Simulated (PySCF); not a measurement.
PySCF 2.14 output of an unrestricted BLYP calculation on a single atom or ion in x2c-QZVPPall with one added diffuse shell each of s, p, d, f, g type (14s9p8d5f3g, 143 functions), with the spin-free X2C one-electron Hamiltonian (Gaussian nucleus):

```
SCF conv_tol = 1e-09
number electrons alpha = 24  beta = 21
    A. D. Becke.,  Phys. Rev. A 38, 3098 (1988)
    C. Lee, W. Yang, and R. G. Parr.,  Phys. Rev. B 37, 785 (1988)
    B. Miehlich, A. Savin, H. Stoll, and H. Preuss.,  Chem. Phys. Lett. 157, 200 (1989)
cycle= 1 E= -5314.01506658999  delta_E= -0.0291  |g|= 0.0451  |ddm|= 0.237
cycle= 2 E= -5314.01508919418  delta_E= -2.26e-05  |g|= 0.0353  |ddm|= 0.0317
cycle= 3 E= -5314.01522062809  delta_E= -0.000131  |g|= 0.00577  |ddm|= 0.015
cycle= 4 E= -5314.01522552494  delta_E= -4.9e-06  |g|= 0.000606  |ddm|= 0.00282
cycle= 5 E= -5314.0152255917  delta_E= -6.68e-08  |g|= 3.46e-05  |ddm|= 0.000284
cycle= 6 E= -5314.01522559196  delta_E= -2.61e-10  |g|= 3.11e-06  |ddm|= 2.71e-05
converged SCF energy = -5314.01522559196  <S^2> = 3.7504973  2S+1 = 4.0002487
```

The run itself started from symmetry-adapted Hartree-Fock orbitals and held the occupation by maximum overlap, on a logarithmic radial grid, so the iterations belong to that start.

Task: Which element, charge and spin multiplicity is this?

Result: Ag²⁺ (silver, charge +2), multiplicity 4; the state was [Kr] 4d8 5p1, one real determinant (an excited configuration).

⟨L²⟩ = 14.01 against 20 for a pure G term, so this real determinant mixes terms.
